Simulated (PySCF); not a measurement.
Radial density of Ho⁺ (holmium, charge +1)

UHF, [Xe] 4f11 6s1, one real determinant. Calculation: PySCF 2.14, in ANO-RCC-VTZP (8s7p5d3f2g1h, 104 functions); scalar relativity by spin-free X2C-1e.

```tsv
r (bohr)	4πr²ρ (e/bohr)	4πr²(ρα − ρβ)
0.0196	84.71	0.0021
0.0330	82.70	0.0049
0.0556	117.0	0.0112
0.0935	99.17	0.0187
0.157	103.4	0.2719
0.264	67.72	1.5619
0.445	56.11	3.8248
0.748	31.29	3.1561
1.26	11.62	0.9736
2.12	2.752	0.1501
3.56	0.4090	0.3298
5.99	0.07573	0.0755
10.1	0.0008127	0.0008
```

Densities and radii are taken from the X2C orbitals without a picture-change correction, which distorts them close to the nucleus.

⟨L²⟩ = 34.03 against 42 for a pure I term, so this real determinant mixes terms. Spin-orbit coupling, absent here, splits the open shell strongly.
